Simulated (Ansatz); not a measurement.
Molecule: OsO3 (charge 0, singlet). SMILES: [O]=[Os](=[O])=[O]
Structure (B3LYP-D3(BJ)/def2-TZVP (Ansatz, an electronic-structure program) minimum search):
```
Os
O 1 1.6957
O 1 1.6957 2 120.00
O 1 1.6957 2 120.00 3 -180.00
```

Quantity: atomisation energy (electronic, to ground-state atoms), in kJ/mol. Correlated levels leave the core frozen unless marked. UHF or UKS for open shells. No spin-orbit coupling. The frozen core is the preceding noble-gas configuration, with the filled d and f shells of earlier blocks. In def2 rows, elements after Kr have scalar-relativistic effective core potentials. The coupled-cluster limit lacks core correlation, which all-electron functionals hold. CBS marks a two-point X^-3 extrapolation of the correlation energy; Hartree-Fock from the larger set. The bracket is a focal-point correction in the basis named.

```tsv
level	program	atomisation energy (kJ/mol)	minus last row	rough core time
HF/def2-TZVPPD	Ansatz	463.2	-1240.3	-
PBE/def2-TZVPD	Ansatz	1917.3	213.8	under 20 s
BLYP-D3(BJ)/def2-TZVPD	Ansatz + dftd3	1850.3	146.8	under 20 s
BLYP-D4/def2-TZVPD	Ansatz + dftd4	1852.3	148.8	under 20 s
revPBE/def2-TZVPD	Ansatz	1813.7	110.2	under 20 s
B3LYP/def2-TZVPD	Ansatz	1656.6	-46.9	under 20 s
PBE0-D3(BJ)/def2-TZVPD	Ansatz + dftd3	1650.0	-53.5	under 20 s
PBE0-D4/def2-TZVP	Ansatz + dftd4	1648.1	-55.4	under 20 s
BHLYP-D3(BJ)/def2-TZVPD	Ansatz + dftd3	1335.1	-368.4	under 20 s
r2SCAN0-D4/def2-TZVPD	Ansatz + dftd4	1525.4	-178.1	under 20 s
CAM-B3LYP-D3(BJ)/def2-TZVPD	Ansatz + dftd3	1640.4	-63.1	under 20 s
CAM-B3LYP-D4/def2-TZVPD	Ansatz + dftd4	1641.3	-62.2	under 20 s
B2GP-PLYP-D3(BJ)/def2-TZVPD	Ansatz + dftd3	1719.9	16.4	under 20 s
B2PLYP-D3(BJ)/def2-TZVPD	Ansatz + dftd3	1751.7	48.2	under 20 s
MP2/def2-TZVPP	Ansatz	1918.2	214.7	-
RI-MP2/def2-TZVPPD	Ansatz	1925.7	222.2	under 20 s
RI-MP2/def2-QZVPP	Ansatz	1955.1	251.6	under 20 s
CCSD(T)/def2-SVPD	Ansatz	1515.4	-188.1	under 20 s
CCSD(T)/def2-TZVPP	Ansatz	1646.0	-57.5	under 20 s
CCSD(T)/def2-TZVPPD	Ansatz	1653.0	-50.5	under 20 s
RI-MP2/CBS(def2-TZVPPD,def2-QZVPPD)+[CCSD(T)-MP2]/def2-TZVPPD	Ansatz	1703.5	0.0	29 s
```

Core times are rough, on shared machines, summed over the molecules involved; a dash marks a level read off another run, or run on other hardware, by another program or under a memory cap.

The Hartree-Fock reference is unstable (checked in the largest basis), which strains HF and MP2. The T1 diagnostic of CCSD in the largest basis is 0.031, which is high, so the coupled-cluster rows are less sure than usual.
